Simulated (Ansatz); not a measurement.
The cluster Li₂Cl₂, relaxed as a singlet with RKS r2SCAN-D4/def2-TZVP in Ansatz, starting from the GFN1-xTB geometry. Force threshold 0.02 eV/Å.

The structure comes from a short search, and lower isomers may exist.

Start:

Cartesian coordinates in Å:
```
Li -0.9291 -1.2590 -1.9234
Li 0.3794 0.5594 0.6959
Cl -0.0454 0.4504 -1.4246
Cl 0.5951 0.2492 2.6520
```

```csv
step,energy (eV),largest force component (eV/Å),SCF passes
1,-25458.3898,0.636,23
2,-25458.4527,0.355,27
3,-25458.5137,0.228,27
4,-25458.5637,0.164,27
5,-25458.6249,0.244,27
6,-25458.7183,0.317,27
7,-25458.8455,0.506,27
8,-25459.0459,0.595,27
9,-25459.2941,0.716,27
10,-25459.5585,0.582,27
11,-25459.6045,0.702,28
12,-25459.6468,0.039,26
13,-25459.6478,0.004,27
```

Force components are those of the run's own axes.

End:

```csv
atom,x (Å),y (Å),z (Å)
Li1,-0.5633,-1.0894,-0.4219
Li2,0.5650,1.0887,0.4216
Cl3,0.0006,0.6410,-1.6558
Cl4,-0.0023,-0.6403,1.6561
```

Bonds formed: Li1–Cl4 (atoms count from 1). Metal–metal contacts that move far: Li1–Li2 3.45 to 2.59 Å. The end is the same structure that another start reached, the lowest one found.

No frequencies were taken in this run, so the end may be a saddle point.

Run time 19 s (4 threads of Arm Neoverse V1 on a shared host).
